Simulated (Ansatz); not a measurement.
Geometry optimisation, RKS PBE/def2-SVP (Ansatz).

Input file:

```yaml
crystal:
  periodic: [false, false, false]
  atoms:
    - { symbol: Si, position_ang: [0.141121, -0.068918, 0.202831] }
    - { symbol: H, position_ang: [0.273571, 0.004149, 1.647982] }
    - { symbol: O, position_ang: [1.77668, -0.038803, -0.046475] }
    - { symbol: H, position_ang: [2.256481, -0.83241, 0.249694] }
    - { symbol: F, position_ang: [-0.480493, 1.275896, -0.45721] }
    - { symbol: O, position_ang: [-0.624251, -1.412491, -0.403645] }
    - { symbol: H, position_ang: [-1.32191, -1.789524, 0.157823] }
basis:
  gaussian: { orbitals: def2-SVP }
hamiltonian:
  xc: pbe
relax:
  f_tol: 0.03
  max_steps: 50
```

Command:

```bash
$ ansatz run input.yaml --threads 1 --pin off --max-ram 2048MiB --backend cpu --events-out ev --progress --plain --runs-dir out
```

Q: Where does it end, and by what steps?

A: It converged. After 12 steps the energy has fallen by 0.428 eV; H4 moved furthest, 0.76 Å.

```
step  energy less start (eV)  largest force component (eV/Å)  accepted
   0                  0.0000                           1.123       yes
   1                 -0.2810                           0.455       yes
   2                 -0.3322                           0.310       yes
   3                 -0.3438                           0.110       yes
   4                 -0.3571                           0.321       yes
   5                 -0.3586                           0.565       yes
   6                 -0.2250                           2.510        no
   7                 -0.3723                           0.220       yes
   8                 -0.3829                           0.313       yes
   9                 -0.4077                           0.148       yes
  10                 -0.4237                           0.234       yes
  11                 -0.4257                           0.179       yes
  12                 -0.4278                           0.011       yes
```

```xyz
7
Properties=species:S:1:pos:R:3
Si 0.226 -0.119 0.461
H -0.040 0.319 1.855
O 1.868 -0.204 0.289
H 2.179 -0.687 -0.497
F -0.438 0.999 -0.535
O -0.424 -1.594 0.041
H -1.349 -1.576 -0.262
```

Whether the end is a true minimum wasn't checked by a vibrational analysis.

The run took 27 s on 1 thread of Arm Neoverse V1, with other jobs on the host, peak memory 0.13 GiB.
